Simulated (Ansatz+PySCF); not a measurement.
Values are calculated unless marked as measured or tabulated.
Input for Ansatz (development build ahead of 0.2.0):

```yaml
crystal:
  periodic: [false, false, false]
  atoms:
    - { symbol: Mo, position_ang: [0.0, 0.0, 0.0] }
    - { symbol: O, position_ang: [0.0, 0.0, 1.768] }
basis:
  gaussian: { orbitals: def2-SVP }
magnetization:
  spin_polarized: true
  initial_magnetization: 4
hamiltonian:
  xc: r2scan
scf:
  omitted_lower_state_checks: [starts, atomic_configurations, cluster_reference, orbital_swaps, given_window_search, neighbouring_geometries, increment]
```

The input is written out in the form of the current development build from the run's settings. The basis set brings a core potential for Mo, so the total leaves out those core electrons.

Output:

* Converged: yes
* Total energy: -143.28910 hartree
* Stability test: minimum
